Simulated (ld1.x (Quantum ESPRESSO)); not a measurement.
**What one change does to a pseudopotential (V (Z = 23), PAW)**

ld1.x (Quantum ESPRESSO) 7.5 input, shortened:

```
&input
   title='V', zed=23., rel=0, dft='PBE', iswitch=3,
   config='[Ar] 3d3 4s2 4p0'
 /
 &inputp
   pseudotype=3, lpaw=.true., tm=.true., lloc=-2, rcloc=4.15,
   nlcc=.true., rcore=1.80,
   which_augfun='BESSEL', rmatch_augfun=1.60
 /
6
4S  1  0   2.00   0.00  2.85  3.00  0.0
4S  1  0   0.00   0.90  2.85  3.00  0.0
4P  2  1   0.00   0.00  3.80  4.15  0.0
4P  2  1   0.00   1.35  3.80  4.15  0.0
3D  3  2   3.00   0.00  1.65  2.10  0.0
3D  3  2   0.00   0.20  1.65  2.10  0.0
 &test
   configts(1)='3d3 4s2 4p0'
 /
```

All-electron outer shells of the reference configuration (PBE, non-relativistic, ld1.x):

```tsv
shell	level (eV)	outermost node (bohr)	outermost maximum (bohr)
3p	-43.90	0.35	0.85
3d	-5.35	–	0.88
4s	-4.65	1.18	2.79
4p	-1.46	1.30	3.68
```

Change: local potential all-electron potential smoothed inside 2.06 bohr (lloc = -2).

Cutoffs: the cutoffs (Ry, on a coarse ladder) from which the occupation-weighted sum of valence levels, in a spherical-Bessel basis at the reference potential, stays within 10 and 1 mRy of its value at 400 Ry; they do not see the model core or the augmentation charge, which bear on the density cutoff. Errors are all-electron minus pseudo energies relative to the spin-unpolarised reference configuration.

**Question.** Predict the effect on cutoff, ghosts and configuration errors.

**Answer.** The potential gets neither clearly harder nor softer (21 Ry and 35 Ry → 21 Ry and 35 Ry); of the 7 tests that both files solve, the error grows in 0 and shrinks in 3 by more than 15 % and 0.3 meV (median size 4.2 → 3.5 meV); neither file shows a bound ghost.

| quantity | base | changed |
| --- | --- | --- |
| cutoff, loose | 21 Ry | 21 Ry |
| cutoff, tight | 35 Ry | 35 Ry |
| bound ghosts | none | none |
| error for 3d3 4s1 4p0, meV [ΔE 7.66 eV] | -1.3 | -1.3 |
| error for 3d3 4s0 4p0, meV [ΔE 21.83 eV] | -10 | -8.1 |
| error for 3d2 4s0 4p0, meV [ΔE 50.90 eV] | -618 | -557 |
| error for 3d3 4s0 4p1, meV [ΔE 11.67 eV] | -4.2 | -3.5 |
| error for 3d2 4s2 4p1, meV [ΔE 5.99 eV] | -206 | -201 |
| error for 3d3 4s1 4p1, meV [ΔE 3.27 eV] | -0.7 | -0.6 |
| error for 3d3 4s0 4p2, meV [ΔE 6.69 eV] | -3.2 | -1.6 |
| s: phases at 4.52 bohr within 0.05 rad from the reference energy up to (Ry; the scan ends near 5) | 2.9 | 3.1 |
| p: phases at 4.52 bohr within 0.05 rad from the reference energy up to (Ry; the scan ends near 5) | 3.1 | 2.9 |
| d: phases at 4.52 bohr within 0.05 rad from the reference energy up to (Ry; the scan ends near 5) | 1.9 | 2.2 |
| lowest overlap eigenvalue by channel | s 0.47, p 0.64, d 1.00 | s 0.43, p 0.52, d 1.00 |
